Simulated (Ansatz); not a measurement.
Born–Oppenheimer molecular dynamics of F2H4W (7 atoms, charge 0, multiplicity 1). It goes on from the last frame of an earlier run, with new velocities.

All numbers below come from Ansatz 0.2.0, RHF/def2-SVP.

```yaml
ensemble: NVE (velocity Verlet)
time_step: 0.5 fs
steps_asked: 250
starting_velocities_drawn_for: 300 K
seed: 540897
```

First frame:

```xyz
7
Properties=species:S:1:pos:R:3
W -0.108 -0.289 0.544
F -0.479 0.230 2.261
H 2.993 -0.849 -8.044
H 1.052 0.889 0.215
H -1.111 0.623 -0.548
F 0.580 -1.781 -0.378
H 3.034 -1.593 -8.322
```

What does the run give?

The run went to its last step.

| Quantity | Value |
| --- | --- |
| steps done | 250 |
| time covered | 125 fs |
| mean temperature over the second half | 344 K |
| spread of the potential energy over the second half | 6.0 meV per atom |
| mean potential energy of the second half above the start | -4.2 meV per atom |

The conserved energy stayed within 0.3 meV per atom of its start (net change -0.26 meV per atom), so the integration is sound. A run of 0.12 ps of so small a system gives no equilibrium averages.

What happens to the structure?

The same pairs are bonded in the first frame and the last. Pairs count as bonded within 1.25 times the sum of covalent radii (0.12 Å more for H–H). Another seed would give other details.

How do temperature and energy run in time?


| time (fs) | T (K) | potential energy less start (eV) | conserved less start (meV/atom) |
| --- | --- | --- | --- |
| 0 | 300 | 0.000 | 0.00 |
| 4 | 278 | 0.014 | 0.01 |
| 8 | 260 | 0.025 | -0.06 |
| 12 | 281 | 0.011 | -0.16 |
| 16 | 401 | -0.067 | -0.20 |
| 20 | 460 | -0.105 | -0.23 |
| 24 | 498 | -0.130 | -0.28 |
| 28 | 336 | -0.024 | -0.09 |
| 32 | 333 | -0.022 | -0.11 |
| 36 | 275 | 0.016 | 0.02 |
| 40 | 398 | -0.064 | -0.01 |
| 44 | 345 | -0.029 | 0.00 |
| 48 | 391 | -0.060 | -0.16 |
| 52 | 252 | 0.031 | -0.11 |
| 56 | 283 | 0.009 | -0.27 |
| 60 | 275 | 0.015 | -0.22 |
| 64 | 404 | -0.068 | -0.19 |
| 68 | 422 | -0.080 | -0.15 |
| 72 | 367 | -0.044 | -0.04 |
| 76 | 273 | 0.018 | 0.04 |
| 80 | 279 | 0.014 | -0.01 |
| 84 | 365 | -0.042 | -0.07 |
| 88 | 409 | -0.071 | -0.10 |
| 92 | 445 | -0.096 | -0.25 |
| 96 | 376 | -0.051 | -0.22 |
| 100 | 336 | -0.025 | -0.23 |
| 104 | 257 | 0.027 | -0.17 |
| 108 | 340 | -0.027 | -0.09 |
| 112 | 331 | -0.020 | 0.02 |
| 116 | 360 | -0.039 | -0.04 |
| 120 | 211 | 0.058 | 0.03 |
| 124 | 258 | 0.027 | -0.10 |

Time of the run: 4 min on 1 thread of INTEL(R) XEON(R) PLATINUM 8581C CPU @ 2.10GHz (Emerald Rapids), on a shared host, peak memory 0.15 GiB.
